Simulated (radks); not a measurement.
Species: the hafnium ion Hf17+. Configuration: [Ar] 3d10 4s2 4p5.75 4d10 4f9.25 (fractional occupations, a model configuration). All-electron calculation, Dirac Kohn-Sham, AM05, spin-unpolarised, spherical densities, finite nucleus; open shells fill j = l - 1/2 first; Fermi nuclear charge, rms radius 5.347 fm. Program: a radial shooting solver on a logarithmic mesh with Libxc functionals.

Spin-orbit splittings of the eigenvalues, e(l+1/2) - e(l-1/2), with zeta = 2 splitting/(2l+1) and mean radii in bohr:

| shell | occ. | splitting (eV) | zeta (eV) | <r> j=l-1/2 | <r> j=l+1/2 |
|---|---|---|---|---|---|
| 2p | 6 | 1191 | 793.7 | 0.06614 | 0.07386 |
| 3p | 6 | 255.4 | 170.3 | 0.1980 | 0.2124 |
| 3d | 10 | 55.77 | 22.31 | 0.1862 | 0.1906 |
| 4p | 5.75 | 61.27 | 40.85 | 0.4660 | 0.4958 |
| 4d | 10 | 11.71 | 4.685 | 0.5064 | 0.5158 |
| 4f | 9.25 | 2.426 | 0.6930 | 0.5356 | 0.5401 |
| 5p | 0 | 16.62 | 11.08 | 0.9719 | 1.018 |
